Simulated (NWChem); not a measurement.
System meant: ZrN$_{2}$H$_{4}$O; SMILES [NH2][Zr]([NH2])=[O]

The following NWChem deck was run.

```
start job
memory heap 200 mb stack 900 mb global 1100 mb
geometry units angstroms noautoz
  Zr     0.041863     0.008108    -0.074553
  O      1.789460     0.034782    -0.188566
  N     -0.779519    -1.802840    -0.625181
  H     -0.237851    -2.625010    -0.888757
  H     -1.755628    -2.019997    -0.822861
  N     -0.833079     1.805446    -0.586008
  H     -1.815345     1.996860    -0.779706
  H     -0.316621     2.648801    -0.832771
end
basis spherical
  * library def2-svp
end
ecp
  Zr library def2-ecp
end
dft
  odft
  mult 2
  xc pbe0
  iterations 150
  mulliken
end
task dft energy
```

End of the output:

```
                                 NWChem DFT Module
                                 -----------------

 Summary of "ao basis" -> "ao basis" (spherical)
 ------------------------------------------------------------------------------
       Tag                 Description            Shells   Functions and Types
 ---------------- ------------------------------  ------  ---------------------
 Zr                         def2-svp                11       31   5s3p2d1f
 O                          def2-svp                 6       14   3s2p1d
 N                          def2-svp                 6       14   3s2p1d
 H                          def2-svp                 3        5   2s1p

 Summary of "ao basis" -> "ao basis" (spherical)
 ------------------------------------------------------------------------------
       Tag                 Description            Shells   Functions and Types
 ---------------- ------------------------------  ------  ---------------------
 Zr                         def2-svp                11       31   5s3p2d1f
 O                          def2-svp                 6       14   3s2p1d
 N                          def2-svp                 6       14   3s2p1d
 H                          def2-svp                 3        5   2s1p

      Symmetry analysis of basis
      --------------------------

        a'         55
        a"         38

  number of electrons :                   38
  multiplicity        :                    2
 ------------------------------------------------------------------------
  no. of electrons and multiplicity not compatible                  38
 ------------------------------------------------------------------------
 ------------------------------------------------------------------------
  current input line :
    26: task dft energy
 ------------------------------------------------------------------------
 ------------------------------------------------------------------------
 There is an error in the input file
 ------------------------------------------------------------------------
 For more information see the NWChem manual at https://nwchemgit.github.io

0: no. of electrons and multiplicity not compatible:Received an Error in Communication
```

### Question
Find the fault in this run and fix the input.

### Answer
The input was rejected before any calculation. Cause: the multiplicity doesn't fit the number of electrons (an even count wants an odd multiplicity, and the reverse). This input runs:
```
start job
memory heap 200 mb stack 900 mb global 1100 mb
geometry units angstroms noautoz
  Zr     0.041863     0.008108    -0.074553
  O      1.789460     0.034782    -0.188566
  N     -0.779519    -1.802840    -0.625181
  H     -0.237851    -2.625010    -0.888757
  H     -1.755628    -2.019997    -0.822861
  N     -0.833079     1.805446    -0.586008
  H     -1.815345     1.996860    -0.779706
  H     -0.316621     2.648801    -0.832771
end
basis spherical
  Zr library def2-svp
  O library def2-svp
  N library def2-svp
  H library def2-svp
end
ecp
  Zr library def2-ecp
end
dft
  xc pbe0
  iterations 150
  mulliken
end
task dft energy
```
It converges to -233.93118 Ha (PBE0/def2-SVP with def2 effective core potentials on Zr).
